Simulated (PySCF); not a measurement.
**Telling isomers of C₇H₁₄OSi apart by NMR**

How the numbers were obtained: NMR shieldings at PBE0/pcSseg-1/GIAO, coordinates at the GFN2-xTB level, in PySCF (relativity neglected, no solvent, fast rotation and ring inversion assumed for equivalent nuclei, single conformer).

δ = σ(ref) − σ, references computed at the same level: TMS for ¹H (31.72 ppm), ¹³C (186.93 ppm). Where no couplings were computed, multiplicities follow the n + 1 count of equivalent neighbours, and m marks all less simple cases (inequivalent or close neighbours, rings, F or P nearby). Shifts are as computed. Against solution values, carbons near 30 ppm lie about +3 ppm off and those near 130 ppm about +5 ppm. Of 1211 compounds with measured shifts, 218 miss one by over three times the rms of a fit or turn the order of signals round; such compounds aren't used in these exercises.

(1) Tabulate the signals of `C=CC/C(=C/CC)O[SiH3]`, `C=C(C)[C@@H]1C[SiH2][C@@H]1OC`, `CCC(=O)/C=C/[SiH](C)C` and their relative energies.

(2) What is the quickest way to tell C=C(C)[C@@H]1C[SiH2][C@@H]1OC from CCC(=O)/C=C/[SiH](C)C?

(3) What is the quickest way to tell C=CC/C(=C/CC)O[SiH3] from C=C(C)[C@@H]1C[SiH2][C@@H]1OC?

(4) What is the quickest way to tell C=CC/C(=C/CC)O[SiH3] from CCC(=O)/C=C/[SiH](C)C?

Results:

(1) 
```json
{"SMILES": "C=CC/C(=C/CC)O[SiH3]", "carbon types": "1×C 2×CH 3×CH2 1×CH3", "δC": "154.2, 148.3, 125.9, 118.9, 45.2, 23.3, 17.7", "δH": "6.06 (m, 1H), 5.57 (m, 1H), 5.50 (m, 1H), 5.14 (s, 3H), 4.82 (t, 1H), 2.97 (d, 2H), 2.21 (m, 2H), 0.97 (t, 3H)", "E rel. (kcal/mol)": "20.6"}
{"SMILES": "C=C(C)[C@@H]1C[SiH2][C@@H]1OC", "carbon types": "1×C 2×CH 2×CH2 2×CH3", "δC": "158.7, 118.0, 77.5, 61.5, 52.9, 22.8, 9.7", "δH": "5.10 (m, 1H), 5.07 (m, 1H), 4.84 (m, 1H), 4.84 (m, 1H), 4.00 (m, 1H), 3.60 (m, 1H), 3.45 (s, 3H), 2.36 (s, 3H), 1.46 (m, 1H), 1.07 (m, 1H)", "E rel. (kcal/mol)": "45.8"}
{"SMILES": "CCC(=O)/C=C/[SiH](C)C", "carbon types": "1×C 2×CH 1×CH2 3×CH3", "δC": "200.9, 154.6, 149.4, 41.6, 9.8, -2.3", "δH": "7.84 (m, 1H), 6.76 (d, 1H), 4.71 (m, 1H), 2.46 (q, 2H), 1.16 (t, 3H), 0.24 (d, 6H)", "E rel. (kcal/mol)": "0.0"}
```

Energies are electronic energies at PBE0/pcSseg-1 on these geometries, without zero-point or thermal terms, each for the one conformer computed, which needn't be the lowest.

(2) Count the carbon signals: 7 against 6. The first has a terminal =CH2 carbon at 118.0 ppm, the second a β carbon of a C=C–C=O unit (CH) at 154.6 ppm. Their most deshielded carbons lie at 158.7 and 200.9 ppm. In the proton spectra the most deshielded non-exchanging signals are 5.10 (m, 1H) and 7.84 (m, 1H).

(3) Both give the same number of carbon signals, but DEPT or the intensities differ. The first has an alkene CH at 148.3 ppm, the second an allylic sp3 CH at 52.9 ppm. Their most deshielded carbons lie at 154.2 and 158.7 ppm. In the proton spectra the most deshielded non-exchanging signals are 6.06 (m, 1H) and 5.10 (m, 1H).

(4) Count the carbon signals: 7 against 6. The first has a terminal =CH2 carbon at 125.9 ppm, the second a ketone carbonyl carbon (C) at 200.9 ppm. Their most deshielded carbons lie at 154.2 and 200.9 ppm. In the proton spectra the most deshielded non-exchanging signals are 6.06 (m, 1H) and 7.84 (m, 1H).
